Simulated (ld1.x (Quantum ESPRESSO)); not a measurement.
**Which setting gave this result? (carbon (C), TM)**

Base potential:

ld1.x (Quantum ESPRESSO) 7.5 input, shortened:

```
&input
   title='C', zed=6., rel=0, dft='BP', iswitch=3,
   config='[He] 2s2 2p2 3d-2'
 /
 &inputp
   pseudotype=2, tm=.true., lloc=0,
   nlcc=.false.
 /
3
2P  2  1   2.00   0.00  1.60  1.60  0.0
3D  3  2  -2.00   0.45  1.50  1.50  0.0
2S  1  0   2.00   0.00  1.25  1.25  0.0
 &test
   configts(1)='2s2 2p2'
 /
```

Cutoffs, loose and tight: the cutoffs (Ry, on a coarse ladder) from which the occupation-weighted sum of valence levels, in a spherical-Bessel basis at the reference potential, stays within 10 and 1 mRy of its value at 400 Ry. They do not see the model core or the augmentation charge, which bear on the density cutoff. Test errors are all-electron minus pseudo excitation energies from the reference, over the configurations 2s2 2p1; 2s2 2p0; 2s1 2p0; 2s2 2p1.5; 2s1 2p2; 2s0 2p4; 2s2 2p2.3; variants that change the core or the reference have their own tests.

Only the scale of all radii (base = 1) is moved:

```tsv
scale of all radii (base = 1)	cutoff, loose	cutoff, tight	bound ghosts	largest test error (meV)	median size of the test errors
0.77	60 Ry	100 Ry	none	+231	7.3 meV
0.85	50 Ry	100 Ry	none	+252	8.1 meV
0.9	45 Ry	90 Ry	none	+269	9.1 meV
1.01	40 Ry	80 Ry	none	+335	13.8 meV
1.07	35 Ry	80 Ry	none	+377	17.0 meV
1.24	30 Ry	55 Ry	none	+574	33.4 meV
1.28	30 Ry	50 Ry	none	+669	35.3 meV
1.37	25 Ry	45 Ry	none	+789	41.5 meV
```

**Question.** One more run gave cutoff, loose: 35 Ry; cutoff, tight: 70 Ry; bound ghosts: none; largest test error (meV): +460; median size of the test errors: 23.8 meV. Which value of the scale of all radii (base = 1) was used?

**Answer.** 1.15. The median size of the test errors moves one way along this sweep, from 7.3 meV at 0.77 to 41.5 meV at 1.37, which places the run between 1.07 and 1.24.
